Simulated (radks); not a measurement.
Results of a calculation; reference values are marked as such.
Question: All-electron atom: Ag+ in [Kr] 4d10. Level of theory: non-relativistic Kohn-Sham, exchange-only B88, spin-polarised, spherical densities, point nucleus; relativity is left out, which matters for an element this heavy (a radial shooting solver on a logarithmic mesh with Libxc functionals). Some entries of the table are withheld. Estimate them.

orbital  occ.  eigenvalue (hartree)  <1/r> (bohr^-1)
1s          2             -901.8089            46.48
2s          2             -130.2514            10.57
2p          6             -121.2365            10.58
3s          2             -23.96119            3.761
3p          6             -20.32766            3.679
3d         10             -13.60683            3.526
4s          2              -3.47741            1.452
4p          6                   (1)            1.334
4d         10              -0.54480              (2)

Answer: 
(1) 4p eigenvalue (hartree): -2.33740
(2) 4d <1/r> (bohr^-1): 0.9842
